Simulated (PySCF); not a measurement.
Electron correlation in Ge+ (germanium, charge +1)

[Ar] 3d10 4s2 4p1, 2P determinant. All numbers are calculated (PySCF 2.14, the spin-free X2C one-electron Hamiltonian (Gaussian nucleus), in cc-pVDZ-DK). Frozen: [Ar] 3d10; 3 electrons correlated.

MP2 pair energies summed by pair of shells (mhartree):

| pair | energy | share (%) |
| --- | --- | --- |
| 4s-4s | -18.35 | 59.4 |
| 4s-4p | -12.52 | 40.6 |

Total MP2 correlation energy: -30.87 mhartree.

Same-spin part -2.08 and opposite-spin part -28.78 mhartree; SCS-MP2 scales them by 1/3 and 6/5 to -35.24 mhartree.

```csv
level,correlation energy (mhartree)
CCSD,-45.89
(T),-0.42
CCSD(T),-46.31
```

Diagnostics: T1 = 0.0088, D1 = 0.0214, largest double amplitude 0.096.

Cost of the coupled-cluster step: 0.07 s of wall time on 1 thread of Intel(R) Xeon(R) Platinum 8375C CPU @ 2.90GHz (shared host), for 3 correlated electrons.

Iterations:

```
CC2 = 0
CCSD nocc = (np.int64(2), np.int64(1)), nmo = (13, 13)
frozen orbitals [[0, 1, 2, 3, 4, 5, 6, 7, 8, 9, 10, 11, 12, 13], [0, 1, 2, 3, 4, 5, 6, 7, 8, 9, 10, 11, 12, 13]]
max_cycle = 100
direct = 0
conv_tol = 1e-08
conv_tol_normt = 1e-06
diis_space = 8
diis_start_cycle = 0
Init t2, MP2 energy = -0.0308665258970504
Init E_corr(UCCSD) = -0.0308665258983236
cycle = 1  E_corr(UCCSD) = -0.0405910777098549  dE = -0.00972455181  norm(t1,t2) = 0.0496074
cycle = 2  E_corr(UCCSD) = -0.043852213876679  dE = -0.00326113617  norm(t1,t2) = 0.0196415
cycle = 3  E_corr(UCCSD) = -0.0458973232226577  dE = -0.00204510935  norm(t1,t2) = 0.00846614
cycle = 4  E_corr(UCCSD) = -0.0458806372321199  dE = 1.66859905e-05  norm(t1,t2) = 0.00096672
cycle = 5  E_corr(UCCSD) = -0.0458920761016003  dE = -1.14388695e-05  norm(t1,t2) = 9.57914e-05
cycle = 6  E_corr(UCCSD) = -0.0458887801602242  dE = 3.29594138e-06  norm(t1,t2) = 1.44621e-05
cycle = 7  E_corr(UCCSD) = -0.0458901828922979  dE = -1.40273207e-06  norm(t1,t2) = 4.22856e-06
cycle = 8  E_corr(UCCSD) = -0.0458897923653334  dE = 3.90526964e-07  norm(t1,t2) = 1.37476e-06
cycle = 9  E_corr(UCCSD) = -0.0458897984056352  dE = -6.04030174e-09  norm(t1,t2) = 1.21975e-07
UCCSD converged
E(UCCSD) = -2096.732647456607  E_corr = -0.04588979840563516
UCCSD(T) correction = -0.000421930010159711
```
